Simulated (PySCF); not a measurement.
F₄Si, SMILES F[Si-](F)(F)F (connectivity only; charge and spin as stated), charge -1, multiplicity 2. Atoms are numbered in the order given.

```xyz
5

Si     0.0000     0.0000     0.3022
F      1.3164     0.0000    -0.7235
F     -1.3164     0.0000    -0.7235
F      0.0000     1.7050     0.4884
F      0.0000    -1.7050     0.4884
```
Charge -1, spin multiplicity 2.

Geometry: PBE0-D3(BJ)/def2-SVPD.

Method: PySCF with PBE/pcH-1.

Unrestricted Kohn–Sham, ⟨S²⟩ = 0.751. Hyperfine tensors hold the contact and dipolar terms, without spin-orbit corrections.

Estimate the hyperfine couplings. (The exact figures need the calculation; the answer reports its results.)


```tsv
nucleus	A(iso) (MHz)	A(iso) (G)	dipolar principal values (MHz)
29Si no. 1	-1233.7	-440.2	-80.5, 37.7, 42.8
19F no. 2	193.0	68.9	-64.4, -62.6, 127.0
19F no. 3	193.0	68.9	-64.4, -62.6, 127.0
19F no. 4	783.8	279.7	-223.5, -203.5, 427.0
19F no. 5	783.8	279.7	-223.5, -203.5, 427.0
```

And the g tensor (effective nuclear charges for spin-orbit coupling, GIAO)? (The exact figures need the calculation; the answer reports its results.)

principal values 1.9991, 2.0010, 2.0021; isotropic 2.0007.
